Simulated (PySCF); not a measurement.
Record of a relaxation.

Compound: ClH₉Si₄.
Atom-mapped SMILES: `[SiH3:1][SiH:2]([SiH3:3])[SiH2:4][Cl:5]` (hydrogens: H6, H7, H8 on Si1; H9 on Si2; H10, H11, H12 on Si3; H13, H14 on Si4)

Computed by this run: PBE0-D3(BJ)/def2-SVP geometry optimisation, gas phase (PySCF); density fitting, grid level 1; the optimiser is geomeTRIC in internal coordinates, started from a GFN2-xTB structure with every atom displaced at random (about 0.01 Å). 7 of its 17 geometries are shown. The frame can shift and turn from step to step; on so coarse a grid that alone can change the energy by a few meV, and forces under 0.02 eV/Å are noise.

Step 0: E = -44149.6198 eV, largest atomic force 1.480 eV/Å
```
atom  x, y, z in Å  |  force x, y, z in eV/Å
Si1    -1.913    1.120   -0.103   -0.374   0.541  -0.153
Si2     0.034    0.076    0.546    0.438  -0.053   0.756
Si3     1.943    1.087   -0.307    0.400  -0.040   0.452
Si4     0.106   -2.220    0.181   -1.244   0.238  -0.063
Cl5    -1.720   -2.827   -0.595   -0.390   0.051  -0.137
H6     -2.943    1.212    0.952   -0.074  -0.172   0.389
H7     -1.660    2.527   -0.517    0.257   0.155   0.009
H8     -2.540    0.484   -1.256   -0.179  -0.438  -0.551
H9      0.133    0.229    2.042    0.006   0.033  -0.065
H10     2.010    1.008   -1.751   -0.102  -0.128  -0.983
H11     2.033    2.508    0.049   -0.171   0.528   0.192
H12     3.209    0.486    0.200   -0.015  -0.252   0.151
H13     0.251   -3.063    1.348    0.307  -0.250   0.922
H14     1.051   -2.643   -0.796    1.140  -0.212  -0.920
```

Step 3: E = -44149.8886 eV, largest atomic force 0.087 eV/Å
```
atom  x, y, z in Å  |  force x, y, z in eV/Å
Si1    -1.884    1.128   -0.145   -0.033   0.004  -0.032
Si2     0.077    0.103    0.647    0.022  -0.009   0.084
Si3     1.982    1.069   -0.317    0.016   0.002   0.007
Si4     0.009   -2.203    0.185   -0.056  -0.005   0.041
Cl5    -1.888   -2.711   -0.502   -0.038   0.003   0.003
H6     -2.959    1.062    0.892    0.021  -0.030  -0.015
H7     -1.610    2.566   -0.460    0.010  -0.013   0.025
H8     -2.348    0.445   -1.387    0.016   0.011  -0.019
H9      0.162    0.265    2.137   -0.005   0.013  -0.025
H10     1.924    0.923   -1.803   -0.014  -0.007  -0.026
H11     2.040    2.523    0.027   -0.004   0.005  -0.005
H12     3.226    0.405    0.183   -0.017  -0.008  -0.003
H13     0.270   -3.024    1.403    0.033   0.022   0.019
H14     0.984   -2.594   -0.871    0.047   0.013  -0.053
```

Step 5: E = -44149.9089 eV, largest atomic force 0.152 eV/Å
```
atom  x, y, z in Å  |  force x, y, z in eV/Å
Si1    -1.860    1.100   -0.168   -0.105   0.009  -0.071
Si2     0.073    0.139    0.742    0.085  -0.069   0.104
Si3     1.942    1.055   -0.335    0.015   0.079   0.000
Si4     0.044   -2.158    0.250   -0.101  -0.054   0.033
Cl5    -1.907   -2.706   -0.235   -0.030   0.007  -0.017
H6     -3.071    0.840    0.670    0.052  -0.056   0.007
H7     -1.695    2.582   -0.300    0.043  -0.021   0.016
H8     -2.059    0.516   -1.528   -0.006   0.028  -0.009
H9      0.134    0.316    2.230    0.013   0.036  -0.031
H10     1.751    0.822   -1.800    0.014   0.008  -0.023
H11     2.031    2.526   -0.083   -0.015   0.002  -0.007
H12     3.230    0.424    0.086   -0.039  -0.047   0.027
H13     0.475   -3.023    1.386    0.029   0.049   0.037
H14     0.899   -2.477   -0.927    0.043   0.028  -0.067
```

Step 8: E = -44149.9249 eV, largest atomic force 0.067 eV/Å
```
atom  x, y, z in Å  |  force x, y, z in eV/Å
Si1    -1.864    1.061   -0.199    0.029  -0.004   0.028
Si2     0.081    0.150    0.746   -0.009  -0.001  -0.067
Si3     1.947    1.073   -0.333   -0.006  -0.030   0.000
Si4     0.033   -2.144    0.260    0.016   0.014  -0.005
Cl5    -1.944   -2.699   -0.104    0.013   0.000   0.006
H6     -3.072    0.626    0.562   -0.016   0.003  -0.005
H7     -1.776    2.554   -0.184   -0.018   0.008   0.005
H8     -1.961    0.599   -1.616    0.002   0.003  -0.003
H9      0.133    0.365    2.226   -0.004   0.015   0.011
H10     1.785    0.827   -1.800    0.009   0.006   0.011
H11     2.039    2.545   -0.094    0.001  -0.001   0.013
H12     3.210    0.417    0.126    0.011   0.012   0.001
H13     0.558   -2.984    1.376   -0.008  -0.017  -0.015
H14     0.816   -2.432   -0.979   -0.019  -0.008   0.020
```

Step 11: E = -44149.9294 eV, largest atomic force under 0.02 eV/Å
```
atom  x, y, z in Å  |  force x, y, z in eV/Å
Si1    -1.868    1.058   -0.224    0.001   0.011  -0.010
Si2     0.083    0.147    0.705   -0.010  -0.001   0.006
Si3     1.977    1.078   -0.315    0.006   0.007   0.005
Si4     0.016   -2.154    0.252   -0.005  -0.002   0.005
Cl5    -1.980   -2.710    0.019   -0.001  -0.003   0.007
H6     -3.077    0.513    0.461    0.003   0.002   0.001
H7     -1.854    2.547   -0.087    0.007  -0.001  -0.002
H8     -1.911    0.709   -1.676   -0.001  -0.002   0.001
H9      0.119    0.381    2.185   -0.003  -0.014  -0.001
H10     1.880    0.863   -1.791   -0.002  -0.002  -0.003
H11     2.049    2.546   -0.039   -0.001   0.000  -0.002
H12     3.228    0.429    0.185   -0.002  -0.002   0.001
H13     0.601   -2.989    1.340    0.009   0.007   0.001
H14     0.721   -2.460   -1.027   -0.001   0.001  -0.010
```

Step 13: E = -44149.9296 eV, largest atomic force 0.075 eV/Å
```
atom  x, y, z in Å  |  force x, y, z in eV/Å
Si1    -1.860    1.080   -0.249   -0.031   0.018  -0.038
Si2     0.068    0.139    0.693    0.025  -0.042   0.057
Si3     1.978    1.070   -0.296    0.005   0.040   0.008
Si4     0.010   -2.163    0.248   -0.035  -0.019   0.000
Cl5    -1.984   -2.764    0.173    0.023   0.002   0.000
H6     -3.093    0.498    0.356    0.013  -0.013   0.010
H7     -1.867    2.561   -0.037    0.023  -0.004  -0.008
H8     -1.844    0.803   -1.718   -0.008   0.000   0.005
H9      0.092    0.355    2.176   -0.009   0.000  -0.007
H10     1.893    0.868   -1.775    0.002   0.002  -0.008
H11     2.043    2.535   -0.005   -0.004  -0.001  -0.014
H12     3.230    0.426    0.209   -0.014  -0.021   0.005
H13     0.691   -2.986    1.289    0.019   0.026   0.014
H14     0.628   -2.465   -1.076   -0.010   0.011  -0.024
```

Step 16: E = -44149.9312 eV, largest atomic force under 0.02 eV/Å
```
atom  x, y, z in Å  |  force x, y, z in eV/Å
Si1    -1.866    1.080   -0.258    0.008  -0.010   0.005
Si2     0.053    0.135    0.702    0.005   0.009  -0.010
Si3     1.958    1.076   -0.291    0.000  -0.008   0.007
Si4     0.030   -2.162    0.245    0.013   0.005  -0.003
Cl5    -1.944   -2.820    0.232   -0.003  -0.001   0.004
H6     -3.101    0.509    0.354   -0.004   0.003   0.003
H7     -1.850    2.562   -0.059   -0.007   0.001  -0.004
H8     -1.853    0.790   -1.725   -0.003  -0.007   0.000
H9      0.071    0.348    2.185   -0.013   0.006   0.001
H10     1.872    0.864   -1.769    0.001   0.001   0.002
H11     2.027    2.543   -0.012    0.000   0.002   0.002
H12     3.203    0.422    0.219    0.003   0.006  -0.002
H13     0.776   -2.952    1.268    0.006  -0.007  -0.009
H14     0.610   -2.437   -1.103   -0.005   0.002   0.004
```

**Question.** Summarise the path.

**Answer.** The energy falls by 7.18 kcal/mol from step 0 to step 16; nine tenths of that is first reached at step 5. It falls at every step. The largest force goes from 1.480 to under 0.02 eV/Å. Among the bonds Si4–H14 changes most, from 1.424 to 1.493 Å; the atoms move by 0.492 Å rms after alignment.

**Question.** Follow the three bonds and two angles with the largest change from start to end.

**Answer.** 
```tsv
step	E above end (kcal/mol)	largest force (eV/Å)	Si4–H14 (Å)	Si3–H10 (Å)	Si4–H13 (Å)	Si1–Si2–Si4 (°)	Cl5–Si4–H13 (°)
0	7.18	1.480	1.424	1.447	1.446	115.4	102.7
1	1.42	0.149	1.500	1.497	1.493	109.6	108.4
2	1.17	0.049	1.493	1.495	1.492	109.8	107.6
3	0.98	0.087	1.489	1.494	1.491	109.7	107.1
4	0.79	0.147	1.488	1.494	1.491	109.2	106.9
5	0.51	0.152	1.489	1.495	1.492	108.0	107.2
6	0.32	0.092	1.492	1.496	1.492	107.0	107.8
7	0.20	0.059	1.494	1.497	1.492	106.4	108.3
8	0.14	0.067	1.494	1.496	1.492	106.2	108.3
9	0.08	0.062	1.494	1.496	1.492	106.0	108.2
10	0.06	0.035	1.493	1.495	1.492	106.1	108.1
11	0.04	under 0.02	1.493	1.495	1.492	106.3	107.9
12	0.04	0.052	1.492	1.495	1.492	106.7	107.7
13	0.04	0.075	1.492	1.495	1.492	107.3	107.6
14	0.02	0.051	1.493	1.495	1.492	107.7	107.8
15	0.01	under 0.02	1.493	1.495	1.492	107.8	108.0
16	0.00	under 0.02	1.493	1.496	1.492	107.9	108.1
```

What follows is the cost of the whole optimisation. On an Intel Xeon at 2.50 GHz with one thread, on a shared host, this took 5.0 min of wall time and 0.55 GiB of memory at its peak.
